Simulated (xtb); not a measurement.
trans-butane (C4H10), singlet, from a rough starting geometry; GFN2-xTB (xtb).

Here is a job for xtb.
```
$ xtb mol.xyz --gfn 2 --opt vtight --json

# file mol.xyz
14

C      0.65877551     1.81565257    -0.03184534
C      0.62695671     0.26500279    -0.02956173
C     -0.64689863    -0.35877608     0.01350100
C     -0.71764727    -1.81907346    -0.01101001
H      1.70944944     2.23255975     0.01982013
H     -1.72000776    -2.22881833     0.03178744
H      0.25199440     2.26582429     0.89186140
H      0.21731849     2.23524937    -0.86226524
H     -0.20563671    -2.23497105     0.95839074
H     -0.15371572    -2.19308467    -0.83512182
H      1.28872138    -0.10843514    -0.83293180
H      1.18767994    -0.05546812     0.91585034
H     -1.26274331     0.10214627    -0.92318106
H     -1.23338824     0.09159590     0.96099561
```

It wrote (shortened):

```
   ID    Z sym.   atoms
    1    6 C      1-4
    2    1 H      5-14

           -------------------------------------------------
          |                Calculation Setup                |
           -------------------------------------------------

           -------------------------------------------------
          |                 G F N 2 - x T B                 |
           -------------------------------------------------

          ...................................................
          :                      SETUP                      :
          :.................................................:
          :  # basis functions                  26          :
          :  # atomic orbitals                  26          :
          :  # shells                           18          :
          :  # electrons                        26          :
          :  max. iterations                   250          :
          :  Hamiltonian                  GFN2-xTB          :
          :  restarted?                      false          :
          :  GBSA solvation                  false          :
          :  PC potential                    false          :
          :  electronic temp.          300.0000000     K    :
          :  accuracy                    1.0000000          :
          :  -> integral cutoff          0.2500000E+02      :
          :  -> integral neglect         0.1000000E-07      :
          :  -> SCF convergence          0.1000000E-05 Eh   :
          :  -> wf. convergence          0.1000000E-03 e    :
          :  Broyden damping             0.4000000          :
          :  net charge                          0          :
          :  unpaired electrons                  0          :
          ...................................................

 iter      E             dE          RMSdq      gap      omega  full diag
   1    -13.7783929 -0.137784E+02  0.276E+00   11.54       0.0  T
   2    -13.8315456 -0.531527E-01  0.153E+00   11.36       1.0  T
   3    -13.8324272 -0.881673E-03  0.846E-01   11.32       1.0  T
   4    -13.8325559 -0.128690E-03  0.145E-01   11.25       1.0  T
   5    -13.8326106 -0.546172E-04  0.614E-02   11.24       1.0  T
   6    -13.8326108 -0.232170E-06  0.442E-03   11.24       6.0  T
   7    -13.8326108 -0.548677E-07  0.175E-03   11.24      15.3  T
   8    -13.8326108 -0.413286E-08  0.351E-04   11.24      76.1  T
   9    -13.8326108 -0.180732E-09  0.139E-04   11.24     191.9  T

   *** convergence criteria satisfied after 9 iterations ***

         :::::::::::::::::::::::::::::::::::::::::::::::::::::
         ::                     SUMMARY                     ::
         :::::::::::::::::::::::::::::::::::::::::::::::::::::
         :: total energy             -13.631380801285 Eh    ::
         :: gradient norm              0.199797542207 Eh/a0 ::
         :: HOMO-LUMO gap             11.241666774190 eV    ::
         ::.................................................::
         :: SCC energy               -13.832606990066 Eh    ::
         :: -> isotropic ES            0.002234606732 Eh    ::
         :: -> anisotropic ES          0.005385983523 Eh    ::
         :: -> anisotropic XC          0.009310737537 Eh    ::
         :: -> dispersion             -0.006112670025 Eh    ::
         :: repulsion energy           0.201226188780 Eh    ::
         :: add. restraining           0.000000000000 Eh    ::
         :: total charge               0.000000000000 e     ::
         :::::::::::::::::::::::::::::::::::::::::::::::::::::

      -----------------------------------------------------------
     |                   =====================                   |
     |                        A N C O P T                        |
     |                   =====================                   |
     |               Approximate Normal Coordinate               |
     |                Rational Function Optimizer                |
      -----------------------------------------------------------
      -----------------------------------------------------------
     |                   =====================                   |
     |                        A N C O P T                        |
     |                   =====================                   |
     |               Approximate Normal Coordinate               |
     |                Rational Function Optimizer                |
      -----------------------------------------------------------

          ...................................................
          :                      SETUP                      :
          :.................................................:
          :   optimization level         verytight          :
          :   max. optcycles                   280          :
          :   ANC micro-cycles                  20          :
          :   degrees of freedom                36          :
          :.................................................:
          :   RF solver                   davidson          :
          :   write xtbopt.log                true          :
          :   linear?                        false          :
          :   energy convergence         0.1000000E-06 Eh   :
          :   grad. convergence          0.2000000E-03 Eh/α :
          :   maxmium RF displ.          1.0000000          :
          :   Hlow (freq-cutoff)         0.1000000E-01      :
          :   Hmax (freq-cutoff)         5.0000000          :
          :   S6 in model hess.         20.0000000          :
          ...................................................

generating ANC from exact Hessian ...
Using Lindh-Hessian (1995)
 Shifting diagonal of input Hessian by    5.7300638040661475E-003
 Lowest  eigenvalues of input Hessian
    0.000000    0.000000    0.000000    0.000000    0.000000    0.000000
    0.010000    0.013996    0.014522    0.018027    0.026797    0.037891
    0.041592    0.046835    0.049638    0.053047    0.054996    0.067425
[...]
 * total energy  :   -13.6313808 Eh     change       -0.1262102E-10 Eh
 * total energy  :   -13.6598448 Eh     change       -0.2846396E-01 Eh
 * total energy  :   -13.6647290 Eh     change       -0.4884266E-02 Eh
 * total energy  :   -13.6650807 Eh     change       -0.3517012E-03 Eh
 * total energy  :   -13.6651073 Eh     change       -0.2655818E-04 Eh
 * total energy  :   -13.6651218 Eh     change       -0.1449463E-04 Eh
 * total energy  :   -13.6651246 Eh     change       -0.2816169E-05 Eh
 * total energy  :   -13.6651262 Eh     change       -0.1638257E-05 Eh
 * total energy  :   -13.6651273 Eh     change       -0.1092716E-05 Eh
 * total energy  :   -13.6651276 Eh     change       -0.3210738E-06 Eh
 * total energy  :   -13.6651277 Eh     change       -0.7029169E-07 Eh
   *** GEOMETRY OPTIMIZATION CONVERGED AFTER 11 ITERATIONS ***
         :: total energy             -13.665127720107 Eh    ::
[...]
         :: -> anisotropic XC          0.009058865493 Eh    ::
         :: -> dispersion             -0.006049009095 Eh    ::
         :: repulsion energy           0.210913173888 Eh    ::
         :: add. restraining           0.000000000000 Eh    ::
         :: total charge              -0.000000000000 e     ::
         :::::::::::::::::::::::::::::::::::::::::::::::::::::

           -------------------------------------------------
          |                Property Printout                |
           -------------------------------------------------

    * Orbital Energies and Occupations

         #    Occupation            Energy/Eh            Energy/eV
      -------------------------------------------------------------
         1        2.0000           -0.6179709             -16.8158
         2        2.0000           -0.5989741             -16.2989
         3        2.0000           -0.5679231             -15.4540
         4        2.0000           -0.5524008             -15.0316
         5        2.0000           -0.5138399             -13.9823
         6        2.0000           -0.4918483             -13.3839
         7        2.0000           -0.4878908             -13.2762
         8        2.0000           -0.4789801             -13.0337
         9        2.0000           -0.4546547             -12.3718
        10        2.0000           -0.4395105             -11.9597
        11        2.0000           -0.4367358             -11.8842
        12        2.0000           -0.4258159             -11.5870
        13        2.0000           -0.4195547             -11.4167 (HOMO)
        14                          0.0876295               2.3845 (LUMO)
        15                          0.1267556               3.4492
        16                          0.1277822               3.4771
        17                          0.1525894               4.1522
        18                          0.1629255               4.4334
        19                          0.1837325               4.9996
        20                          0.1937563               5.2724
        21                          0.1971367               5.3644
        22                          0.2245366               6.1100
        23                          0.2549362               6.9372
        24                          0.2645567               7.1990
       ...                                ...                  ...
        26                          0.3113966               8.4735
      -------------------------------------------------------------
                  HL-Gap            0.5071842 Eh           13.8012 eV
             Fermi-level           -0.1659626 Eh           -4.5161 eV

     #   Z          covCN         q      C6AA      α(0)
     1   6 C        3.752    -0.102    22.510     6.766
     2   6 C        3.801    -0.053    21.534     6.607
     3   6 C        3.801    -0.053    21.534     6.607
     4   6 C        3.752    -0.102    22.510     6.766
     5   1 H        0.925     0.032     2.554     2.499
     6   1 H        0.925     0.032     2.554     2.499
     7   1 H        0.925     0.033     2.550     2.497
     8   1 H        0.925     0.033     2.550     2.497
     9   1 H        0.925     0.033     2.550     2.497
    10   1 H        0.925     0.033     2.550     2.497
    11   1 H        0.924     0.029     2.600     2.522
    12   1 H        0.924     0.029     2.600     2.522
    13   1 H        0.924     0.029     2.600     2.522
    14   1 H        0.924     0.029     2.600     2.522

 Mol. C6AA /au·bohr⁶  :       1207.500345
 Mol. C8AA /au·bohr⁸  :      24480.551812
 Mol. α(0) /au        :         51.819458

Wiberg/Mayer (AO) data.
largest (>0.10) Wiberg bond orders for each atom

 ---------------------------------------------------------------------------
     #   Z sym  total        # sym  WBO       # sym  WBO       # sym  WBO
 ---------------------------------------------------------------------------
     1   6 C    3.997 --     2 C    1.019     7 H    0.988     8 H    0.988
                             5 H    0.988
     2   6 C    3.998 --     1 C    1.019     3 C    1.009    11 H    0.979
                            12 H    0.979
     3   6 C    3.998 --     4 C    1.019     2 C    1.009    13 H    0.979
                            14 H    0.979
     4   6 C    3.997 --     3 C    1.019     9 H    0.988    10 H    0.988
                             6 H    0.988
     5   1 H    0.999 --     1 C    0.988
     6   1 H    0.999 --     4 C    0.988
     7   1 H    0.999 --     1 C    0.988
     8   1 H    0.999 --     1 C    0.988
     9   1 H    0.999 --     4 C    0.988
    10   1 H    0.999 --     4 C    0.988
    11   1 H    0.999 --     2 C    0.979
    12   1 H    0.999 --     2 C    0.979
    13   1 H    0.999 --     3 C    0.979
    14   1 H    0.999 --     3 C    0.979
 ---------------------------------------------------------------------------

Topologies differ in total number of bonds
Writing topology from bond orders to xtbtopo.mol

molecular dipole:
                 x           y           z       tot (Debye)
 q only:       -0.000       0.000       0.000
   full:       -0.000       0.000       0.000       0.000
molecular quadrupole (traceless):
                xx          xy          yy          xz          yz          zz
 q only:       -0.019       0.035       0.193       0.001      -0.003      -0.174
  q+dip:        0.113      -0.299      -1.064      -0.004       0.017       0.952
   full:        0.046      -0.124      -0.464      -0.002       0.007       0.417

optimized geometry written to: xtbopt.xyz

           -------------------------------------------------
          | TOTAL ENERGY              -13.665127720107 Eh   |
          | GRADIENT NORM               0.000046829358 Eh/α |
          | HOMO-LUMO GAP              13.801185340918 eV   |
           -------------------------------------------------

normal termination of xtb
```
